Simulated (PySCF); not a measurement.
SiHF, SMILES F[SiH] (connectivity only; charge and spin as stated), neutral, multiplicity 1. Heavy atoms are numbered as in [SiH:1][F:3]. Hydrogens are named by the atom that carries them.

Coordinates come from a PBE0-D3(BJ)/def2-TZVPD optimisation. The isomer is the one that the SMILES or the coordinates give; other isomers of the formula were not compared.

These are PBE0/pcSseg-2 in PySCF values and carry that method's errors.

GIAO shieldings, no solvent; atoms alike by connectivity are averaged. δ = σ(ref) − σ: ²⁹Si against TMS (σ = 341.9 ppm); ¹H against TMS (σ = 31.54 ppm); ¹⁹F against CFCl3 (σ = 165.8 ppm), references at their B3LYP-D3(BJ)/def2-TZVP geometries, non-relativistic.

```
nucleus      atoms  count  δ (ppm)
-------  ---------  -----  -------
²⁹Si     Si1 (SiH)      1    473.2
¹H        H on Si1      1     9.42
¹⁹F             F3      1    109.5
```
